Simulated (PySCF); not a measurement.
# Ionisation energy of Co by level of theory

Co [Ar] 3d7 4s2 (4F) → Co⁺ [Ar] 3d8 (3F), as a difference of total energies. All numbers are calculated (PySCF 2.14, scalar relativity by spin-free X2C-1e, in x2c-TZVPPall). Correlated levels: valence and next inner shell: [Ne] frozen. The calculations carry no spin-orbit coupling.

Q: Order these methods by the ionisation energy they give, lowest first.
A. MP2 (valence and next inner shell)
B. CCSD(T) (valence and next inner shell)
C. UHF
D. SCS-MP2 (valence and next inner shell)

A: A (7.002 eV), D (7.153 eV), B (7.957 eV), C (8.291 eV).

A first-order spin-orbit estimate (lowest level to lowest level, LS coupling) adds 0.008 eV.

Errors of the correlated levels include the incompleteness of this basis and the frozen core.

For comparison: 7.881 eV (measured; NIST Atomic Spectra Database, ionization energies).
